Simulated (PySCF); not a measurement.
## Fractional electron number in Co²⁺ (cobalt, charge +2)

The 3d beta orbital of [Ar] 3d7 is emptied in steps (occupation f), with all orbitals relaxed, ending at [Ar] 3d6. Calculation: PySCF 2.14, in def2-TZVP (6s4p4d1f, 45 functions); no relativity, point nucleus. The exact energy is a straight line in f; departures are measured from the line between the end points of the same method.

```json
{"f": "1", "BHandHLYP (eV)": "0.000", "wB97X (eV)": "0.000", "CAM-B3LYP (eV)": "0.000"}
{"f": "0.8", "BHandHLYP (eV)": "-0.440", "wB97X (eV)": "-0.489", "CAM-B3LYP (eV)": "-0.667"}
{"f": "0.6", "BHandHLYP (eV)": "-0.672", "wB97X (eV)": "-0.743", "CAM-B3LYP (eV)": "-1.012"}
{"f": "0.4", "BHandHLYP (eV)": "-0.683", "wB97X (eV)": "-0.752", "CAM-B3LYP (eV)": "-1.024"}
{"f": "0.2", "BHandHLYP (eV)": "-0.462", "wB97X (eV)": "-0.506", "CAM-B3LYP (eV)": "-0.690"}
{"f": "0", "BHandHLYP (eV)": "0.000", "wB97X (eV)": "0.000", "CAM-B3LYP (eV)": "0.000"}
```

```json
{"method": "BHandHLYP", "E(f=0) − E(f=1) (eV)": "33.584", "−ε at f=1 (eV)": "30.884", "−ε at f=0.4 (eV)": "34.100"}
{"method": "wB97X", "E(f=0) − E(f=1) (eV)": "33.806", "−ε at f=1 (eV)": "30.801", "−ε at f=0.4 (eV)": "34.393"}
{"method": "CAM-B3LYP", "E(f=0) − E(f=1) (eV)": "34.228", "−ε at f=1 (eV)": "30.112", "−ε at f=0.4 (eV)": "35.026"}
```

Orbital energy along the path (eV):

```
  f  BHandHLYP    wB97X  CAM-B3LYP
  1    -30.884  -30.801    -30.112
0.8    -31.893  -31.937    -31.687
0.6    -32.968  -33.139    -33.327
0.4    -34.100  -34.393    -35.026
0.2    -35.282  -35.686    -36.779
  0    -36.518  -36.976    -38.584
```

Reference removal energy between the ground levels: 33.5 ± 0.06 eV (semi-empirical (NIST evaluation); NIST Atomic Spectra Database, ionization energies). The calculation has no spin-orbit coupling. The determinant left behind need not be the lowest term of the ion.
